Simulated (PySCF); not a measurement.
An unknown shows these calculated signals:

¹H NMR (500 MHz, computed): δ 6.53 (m, 1H), 6.50 (m, 1H), 5.88 (m, 1H), 5.47 (m, 1H), 5.31 (m, 1H), 5.05 (m, 1H), 2.81 (m, 2H).

¹³C{¹H} NMR (computed): δ 147.8 (CH), 146.7 (CH), 122.5 (CH2), 122.3 (CH), 115.4 (CH), 39.9 (CH2).

- GFN2-xTB structure
- NMR shieldings at PBE0/pcSseg-1/GIAO
- run in PySCF
- isolated molecule, fast rotation and ring inversion assumed for equivalent nuclei, one computed conformer, no relativistic terms

Referencing at the same level of theory: ¹H (σ = 31.72 ppm), ¹³C (σ = 186.93 ppm) vs TMS.

Q: Which of these does the molecule contain: a non-aromatic C=C double bond, a vinyl group CH=CH2, a C≡C triple bond, a heteroaromatic ring, a (CH3)2CH unit?

A: 
- A non-aromatic C=C double bond: yes.
- A vinyl group CH=CH2: yes (δC 122.5, 146.7; δH 5.47 (m), 5.31 (m), 5.88 (m)).
- A C≡C triple bond: no.
- A heteroaromatic ring: no.
- A (CH3)2CH unit: no.

The data belong to `C=CC/C=C/OC(F)F`, C$_{6}$H$_{8}$F$_{2}$O; they needn't prove each group on their own.

Carbon signals by region: 5 in the sp2 and nitrile region (100–160 ppm), 1 below 50 ppm.

Splittings by ¹⁹F in the carbon and heteronuclear signals aren't shown, as no couplings were computed. Shifts are as computed. Against solution values, carbons near 30 ppm lie about +3 ppm off and those near 130 ppm about +5 ppm. Of 1211 compounds with measured shifts, 218 miss one by over three times the rms of a fit or turn the order of signals round; such compounds aren't used in these exercises. No couplings were computed; multiplicities are counted from neighbouring protons, with m where these are inequivalent, close in shift, in a saturated or five-membered ring or joined by F or P, and br s for small geminal =CH2 splittings.
